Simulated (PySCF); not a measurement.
As₄, charge +1, doublet, geometry from GFN2-xTB (a state made from the parent by changing its charge; the spin is typed, not shown lowest). Base run: HF/STO-3G (PySCF).

PySCF was given this input:
```python
from pyscf import gto, scf

mol = gto.Mole()
mol.atom = '''
    As   -0.91408271    0.11757606   -1.17441154
    As    0.56448145    1.36964334    0.18453076
    As    0.91952912   -1.12533990   -0.34159932
    As   -0.56992786   -0.36187950    1.33148010
'''
mol.basis = 'sto-3g'
mol.charge = 1
mol.spin = 1
mol.verbose = 4
mol.build()

mf = scf.UHF(mol)
mf.kernel()
```

Each row names what was changed in the base input (with any setting that the change needs).

```csv
change,ΔE vs base (mEh),fitting functions
base,0.000,-
auxbasis = def2-tzvp-ri,-8822.5,636
auxbasis = default (with mf = mf.density_fit()),-0.660,1064
auxbasis = cc-pvqz-jkfit,23.684,872
auxbasis = def2-universal-jfit,92549.7,232
auxbasis = def2-svp-ri,-5149.5,508
auxbasis = cc-pvtz-ri,-10001.2,664
auxbasis = even-tempered beta=1.6,1.473,1060
auxbasis = autoaux,4.042,996
"exchange = seminumerical (SGX) (with mf = sgx.sgx_fit(mf, auxbasis='def2-universal-jfit'); with mf.with_df.dfj = True)",-58.109,232
```

A fitting set is made for a task (jfit for Coulomb, jkfit for Coulomb and exchange, ri for correlation) and for a family of orbital bases.

Open shells are given as the SCF converged; they aren't shown to be the lowest states, and a large step between rows can be another state.
